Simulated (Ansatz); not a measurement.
Problem. Name a neutral molecule of C, Sn and H with HOMO–LUMO gap (B3LYP/def2-TZVPP) between 7.20 and 7.50 eV and LUMO energy (PBE/def2-TZVPP) between -1.50 and -1.20 eV (Ansatz, PBE0-D4/def2-TZVP geometry).

Solution. `C#[C][Sn]([C]#C)([C]#C)[C]#C` (7.29 eV, -1.48 eV). Other molecules can fit too; these were computed, each in one conformer that needn't be the lowest.

B3LYP here is the variant with VWN-RPA as its local correlation; programs differ in this.
